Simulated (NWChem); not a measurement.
C2H3FSi; SMILES C#C[SiH2]F

Q: Give the equilibrium geometry at PBE0/def2-SVP (NWChem) as a list of bonds and angles, with the point group.

A: point group Cs; any orientation.
Bonds (Å): Si1–F2 1.623, Si1–C3 1.827, Si1–H5 1.485, Si1–H6 1.485, C3–C4 1.217, C4–H7 1.076. Angles (°): F2–Si1–C3 109.1, F2–Si1–H5 108.1, F2–Si1–H6 108.1, C3–Si1–H5 109.8, C3–Si1–H6 109.8, H5–Si1–H6 111.8, Si1–C3–C4 179.1, C3–C4–H7 179.9.
